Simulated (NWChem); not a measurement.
System: SnH$_{4}$; SMILES [SnH4]

NWChem printed, in part:

```
             Northwest Computational Chemistry Package (NWChem) 7.3.0
             --------------------------------------------------------

 C1  symmetry detected

                             Geometry "geometry" -> ""
                             -------------------------

 Output coordinates in angstroms (scale by  1.889725989 to convert to a.u.)

  No.       Tag          Charge          X              Y              Z
 ---- ---------------- ---------- -------------- -------------- --------------
    1 Sn                  50.0000    -0.00000007    -0.00000355     0.00000003
    2 H                    1.0000     1.61076257     0.14394242     0.56056135
    3 H                    1.0000    -0.14130422     0.75482068    -1.52963567
    4 H                    1.0000    -1.06017414     0.75737629     1.10993962
    5 H                    1.0000    -0.40928054    -1.65596202    -0.14086683

 Effective nuclear repulsion energy (a.u.)      62.9706407594

                                 NWChem DFT Module
                                 -----------------

 Summary of "ao basis" -> "ao basis" (spherical)
 ------------------------------------------------------------------------------
       Tag                 Description            Shells   Functions and Types
 ---------------- ------------------------------  ------  ---------------------
 Sn                        def2-svpd                12       32   5s4p3d
 H                         def2-svpd                 4        8   2s2p

            General Information
            -------------------
          SCF calculation type: DFT
          Wavefunction type:  closed shell.
          No. of atoms     :     5
          No. of electrons :    26
           Alpha electrons :    13
            Beta electrons :    13
          Charge           :     0
          Spin multiplicity:     1
          Use of symmetry is: off; symmetry adaption is: off
          Maximum number of iterations: 150
          AO basis - number of functions:    64
                     number of shells:    28
          Convergence on energy requested:  1.00D-06
          Convergence on density requested:  1.00D-05
          Convergence on gradient requested:  5.00D-04

              XC Information
              --------------
                         PBE0 Method XC Functional
                     Hartree-Fock (Exact) Exchange  0.250
          PerdewBurkeErnzerhof Exchange Functional  0.750
            Perdew 1991 LDA Correlation Functional  1.000 local
           PerdewBurkeErnz. Correlation Functional  1.000 non-local

             Grid Information
             ----------------
          Grid used for XC integration:  medium
          Radial quadrature: Mura-Knowles
          Angular quadrature: Lebedev.
          Tag              B.-S. Rad. Rad. Pts. Rad. Cut. Ang. Pts.
          ---              ---------- --------- --------- ---------
          Sn                  1.45      123           8.0       590
          H                   0.35       45           9.0       434
          Grid pruning is: on
          Number of quadrature shells:   303
          Spatial weights used:  Erf1

      Superposition of Atomic Density Guess
      -------------------------------------

 Sum of atomic energies:        -251.08982614

      Non-variational initial energy
      ------------------------------

 Total energy =    -215.396634
 1-e energy   =    -434.168149
 2-e energy   =     190.428288
 HOMO         =      -0.385120
 LUMO         =       0.042227

     ---------------------------------------------
      Total Density - Mulliken Population Analysis
     ---------------------------------------------

    Atom       Charge   Shell Charges
 -----------   ------   -------------------------------------------------------
    1 Sn  22    21.75   1.60  0.42  0.95  0.39  0.00  3.24  2.76  1.38  0.90  9.74  0.33  0.02
    2 H    1     1.06   0.66  0.39  0.01  0.00
    3 H    1     1.06   0.66  0.39  0.01  0.00
    4 H    1     1.06   0.66  0.39  0.01  0.00
    5 H    1     1.06   0.66  0.39  0.01  0.00

   convergence    iter        energy       DeltaE   RMS-Dens  Diis-err
 ---------------- ----- ----------------- --------- --------- ---------
 d= 0,ls=0.0,diis     1   -216.6424808328 -2.45D+02  8.10D-03  4.83D-02
 d= 0,ls=0.0,diis     2   -216.6531469519 -1.07D-02  2.20D-03  7.85D-03
 d= 0,ls=0.0,diis     3   -216.6543961380 -1.25D-03  6.52D-04  1.94D-03
 d= 0,ls=0.0,diis     4   -216.6545821492 -1.86D-04  7.59D-05  5.58D-06
 d= 0,ls=0.0,diis     5   -216.6545833997 -1.25D-06  4.77D-06  2.03D-08
 d= 0,ls=0.0,diis     6   -216.6545834053 -5.63D-09  6.86D-07  4.76D-10

         Total DFT energy =     -216.654583405299
      One electron energy =     -434.956814452020
           Coulomb energy =      209.432549844421
    Exchange-Corr. energy =      -19.473546922823
 Nuclear repulsion energy =       28.343228125123

 Numeric. integr. density =       26.000029144571

                       DFT Final Molecular Orbital Analysis
                       ------------------------------------

 Vector   11  Occ=2.000000D+00  E=-3.360831D-01
              MO Center= -2.4D-01, -7.0D-01, -1.5D-01, r^2= 2.6D+00
   Bfn.  Coefficient  Atom+Function         Bfn.  Coefficient  Atom+Function
  ----- ------------  ---------------      ----- ------------  ---------------
    13      0.379740  1 Sn py                57     -0.380330  5 H  s
    58     -0.201916  5 H  s                 41      0.169748  3 H  s
    16      0.160594  1 Sn py                10     -0.129973  1 Sn py
    49      0.128563  4 H  s                  7     -0.122400  1 Sn py
    42      0.090111  3 H  s                 22     -0.084967  1 Sn d  2

[...]
```

Level: PBE0/def2-SVPD with def2 effective core potentials on Sn. Geometry: optimised at PBE0/def2-SVP. def2 effective core potentials on Sn; no spin-orbit coupling.

Task: Write an input that gives this output.

Result: Several could match; the one computed here: the input that was run:
```
start job
memory heap 200 mb stack 900 mb global 1100 mb
geometry units angstroms noautoz
  Sn    -0.000003    -0.000031     0.000014
  H      1.110741    -0.000005     1.302225
  H      0.803831    -0.472118    -1.435429
  H     -0.646087     1.572423    -0.198790
  H     -1.268377    -1.100296     0.331973
end
basis spherical
  Sn library def2-svpd
  H library def2-svpd
end
ecp
  Sn library def2-ecp
end
dft
  xc pbe0
  iterations 150
  mulliken
end
task dft energy
```
